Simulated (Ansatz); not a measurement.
Two isomers of CH7BFGeN: A = `B[NH][GeH]([CH3])[F]`, B = `N[B]([GeH3])CF`.

Calculated with Ansatz (gas phase, PBE0-D4/def2-TZVP geometries, no zero-point term in ΔE). CCSD(T)/CBS is the MP2 limit (def2-TZVPP, def2-QZVPP) plus CCSD(T) − MP2 in def2-TZVPP, frozen cores. Functionals use def2-TZVPP. B3LYP here is the variant with VWN-RPA as its local correlation; programs differ in this. For Ge outer-core shells are correlated without core-valence functions, which leaves a few kJ/mol of doubt a bond. Scalar relativity is left out up to krypton. One conformer a species, not always the lowest.

(1) Which isomer does CCSD(T)/CBS put lower? Give the gap. (An estimate is asked.)

(2) Give E(B) − E(A) in kcal/mol with B2PLYP, B3LYP, CCSD(T)/def2-TZVPP, MP2/def2-TZVPP, B3LYP-D4, r2SCAN-D4, PBE-D4. (An estimate is asked.)

Largest T1 diagnostic: 0.012.

Answers

(1) Computed: A, by 43.1 kcal/mol.

(2) Computed: B2PLYP 43.5, B3LYP 40.4, CCSD(T)/def2-TZVPP 43.8, MP2/def2-TZVPP 47.5, B3LYP-D4 40.3, r2SCAN-D4 40.3, PBE-D4 36.3. None reverses the order clearly.

From PBE to PBE0 (25 % exact exchange), in def2-TZVPP and without D4, E(B) − E(A) moves by +1.7 kcal/mol.
